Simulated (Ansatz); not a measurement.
Molecule: CH3F2Si, net charge 0, doublet state. It need not be the lowest isomer of its formula. 
Geometry from a B3LYP-D3(BJ)/def2-TZVP (Ansatz, an electronic-structure program) optimisation:
SMILES: C[Si](F)F
```xyz
7

C     -1.5985    -0.4904    -0.2747
Si     0.2530    -0.2280    -0.2461
F      0.7741    -0.4486     1.2560
F      0.5537     1.3087    -0.5989
H     -1.8451    -1.5124     0.0135
H     -1.9976    -0.2961    -1.2703
H     -2.0587     0.2019     0.4359
```
Charge 0, spin multiplicity 2.

Basis-set convergence of Hartree-Fock and CCSD(T) correlation energies (hartree) with Ansatz. Valence correlation only, unless marked. UHF or UKS for open shells. No spin-orbit coupling. Non-relativistic.

```tsv
basis	functions	E(HF)	E(corr, CCSD(T))
aug-cc-pV(D+d)Z	128	-527.56260	-0.68298
aug-cc-pV(T+d)Z	262	?	?
```

What belongs in the gaps?


- aug-cc-pV(T+d)Z, E(HF): -527.64893
- aug-cc-pV(T+d)Z, E(corr, CCSD(T)): -0.84001
